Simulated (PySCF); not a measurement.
# Multinuclear NMR of C$_{4}$H$_{6}$F$_{2}$O$_{2}$

Molfile (atoms numbered from 1):
```
C4H6F2O2
     RDKit          3D

 14 14  0  0  0  0  0  0  0  0999 V2000
    2.3233    0.6020    0.3564 C   0  0  0  0  0  0  0  0  0  0  0  0
    0.9975    0.0927    0.8505 C   0  0  2  0  0  0  0  0  0  0  0  0
    0.4525   -1.0563    0.2399 O   0  0  0  0  0  0  0  0  0  0  0  0
   -0.2054    0.1400    0.0185 C   0  0  1  0  0  0  0  0  0  0  0  0
   -1.4402    0.3036    0.6465 O   0  0  0  0  0  0  0  0  0  0  0  0
   -2.3942   -0.5719    0.2347 C   0  0  0  0  0  0  0  0  0  0  0  0
   -3.4139   -0.5191    1.0949 F   0  0  0  0  0  0  0  0  0  0  0  0
   -2.8983   -0.2127   -0.9747 F   0  0  0  0  0  0  0  0  0  0  0  0
    2.3953    0.4878   -0.7218 H   0  0  0  0  0  0  0  0  0  0  0  0
    3.1303    0.0412    0.8217 H   0  0  0  0  0  0  0  0  0  0  0  0
    2.4291    1.6524    0.6154 H   0  0  0  0  0  0  0  0  0  0  0  0
    0.8382    0.1315    1.9243 H   0  0  0  0  0  0  0  0  0  0  0  0
   -0.1764    0.5233   -0.9994 H   0  0  0  0  0  0  0  0  0  0  0  0
   -2.0384   -1.6151    0.1509 H   0  0  0  0  0  0  0  0  0  0  0  0
  1  2  1  0
  2  3  1  0
  3  4  1  0
  4  5  1  0
  5  6  1  0
  6  7  1  0
  6  8  1  0
  4  2  1  0
  1  9  1  0
  1 10  1  0
  1 11  1  0
  2 12  1  1
  4 13  1  6
  6 14  1  0
M  END
```

Computed data (PySCF 2.14): spin–spin couplings from B3LYP/pcJ-1 (spin–dipole term only in couplings to heteroatoms), coordinates at the GFN2-xTB level, shieldings: GIAO PBE0/pcSseg-1. Non-relativistic Hamiltonian, one conformer, one averaged value for each set of equivalent atoms, in vacuum.

Problem. What are the 19F shifts?

Solution. 
```
atoms              environment  σ (ppm)  δ (ppm)
   F8  fluorine of a CF2 group    272.2    -85.0
   F7  fluorine of a CF2 group    279.7    -91.8
```

Shieldings were converted by a linear fit to measured shifts: 19F: δ = 146.13 − 0.903σ +14.6 on sp3 carbon (rms 6.0 ppm, 223 shifts, 7.0 ppm with the 5 outliers that the fit left out vs CFCl3, solution or neat liquid). Occasional misses reach two or three times the rms, and more in compound classes unlike the fitted ones. Couplings are scaled by factors fitted to measured values: 2J(H,H) × 0.95 (rms 1.3 Hz), 3J(H,H) × 0.92 (rms 0.5 Hz), 1J(C,F) × 0.77 (rms 8.7 Hz), 3J(C,F) × 1.46 (rms 1.5 Hz); all others are unscaled and can be 10–30 % off.

Couplings (the largest are listed; each averaged over equivalent pairs): 1J(C6,F8) = -249.9 Hz, 1J(C6,F7) = -241.4 Hz, 2J(F7,F8) = 141.4 Hz, 2J(F8,H14) = 93.1 Hz, 2J(F7,H14) = 73.4 Hz, 2J(O5,F7) = -43.0 Hz, 2J(O5,F8) = -19.1 Hz, 3J(C4,F7) = 9.5 Hz, 3J(C4,F8) = -2.4 Hz.

On a 300 MHz spectrometer 19F resonates near 282.3 MHz, so 1 ppm is 282.3 Hz.

Problem. Where does 17O resonate?

Solution. 
```json
{"atoms": "O5", "environment": "ether oxygen", "σ (ppm)": "190.4", "δ (ppm)": "93.3"}
{"atoms": "O3", "environment": "ether oxygen", "σ (ppm)": "264.4", "δ (ppm)": "25.9"}
```

Shieldings were converted by a linear fit to measured shifts: 17O: δ = 266.70 − 0.911σ (rms 10.7 ppm, 155 shifts, 12.2 ppm with the 3 outliers that the fit left out vs liquid water, solution or neat liquid). Occasional misses reach two or three times the rms, and more in compound classes unlike the fitted ones. Couplings are scaled by factors fitted to measured values: 2J(H,H) × 0.95 (rms 1.3 Hz), 3J(H,H) × 0.92 (rms 0.5 Hz), 1J(C,F) × 0.77 (rms 8.7 Hz), 3J(C,F) × 1.46 (rms 1.5 Hz); all others are unscaled and can be 10–30 % off.

Couplings (the largest are listed; each averaged over equivalent pairs; quadrupolar broadening usually hides them): 1J(O3,C4) = 30.8 Hz, 1J(C4,O5) = 28.6 Hz, 1J(C2,O3) = 26.4 Hz, 1J(O5,C6) = 22.1 Hz, 2J(O5,F7) = -43.0 Hz, 2J(O5,F8) = -19.1 Hz, 2J(O3,H13) = -9.3 Hz, 2J(O5,H13) = -8.0 Hz, 2J(C2,O5) = -7.4 Hz, 2J(O3,H12) = -7.1 Hz, 2J(O5,H14) = -4.6 Hz, 2J(C1,O3) = -2.6 Hz.

On a 300 MHz spectrometer 17O resonates near 40.7 MHz, so 1 ppm is 40.7 Hz.
